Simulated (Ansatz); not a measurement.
```json
{"atom": "C", "x (Å)": "0.0333", "y (Å)": "0.5896", "z (Å)": "-1.2277"}
{"atom": "C", "x (Å)": "0.0380", "y (Å)": "-0.6005", "z (Å)": "-1.2147"}
{"atom": "C", "x (Å)": "0.0022", "y (Å)": "1.5017", "z (Å)": "-0.1030"}
{"atom": "C", "x (Å)": "0.0137", "y (Å)": "-1.4273", "z (Å)": "-0.1666"}
{"atom": "C", "x (Å)": "-0.0255", "y (Å)": "0.7116", "z (Å)": "1.0126"}
{"atom": "C", "x (Å)": "0.0487", "y (Å)": "-0.6997", "z (Å)": "1.0437"}
{"atom": "H", "x (Å)": "0.0099", "y (Å)": "2.6001", "z (Å)": "-0.1481"}
{"atom": "H", "x (Å)": "0.0429", "y (Å)": "-2.5574", "z (Å)": "-0.1558"}
{"atom": "H", "x (Å)": "-0.0295", "y (Å)": "1.2354", "z (Å)": "2.0535"}
{"atom": "H", "x (Å)": "0.0173", "y (Å)": "-1.1829", "z (Å)": "2.0172"}
```

Basis set: cc-pVDZ (spherical functions). Correlated methods keep 6 orbitals frozen. Charge 0, multiplicity 1.

Computed with Ansatz (development build ahead of 0.2.0); each method stands on the lowest determinant of its kind that the runs found. Restricted open shells among the atoms or ions are ROHF, correlated in semicanonical orbitals with singles.

Give the atomization energy at this shape (free ground-state atoms in the same class of orbitals less the molecule, no zero-point energy) of singlet C6H4 by RHF-MP2, RHF.

```json
{"method": "RHF-MP2", "atomization energy": "47.51 eV"}
{"method": "RHF", "atomization energy": "35.29 eV"}
```

Caution: in another basis set an unrestricted determinant lies well below; the shape is not the minimum.
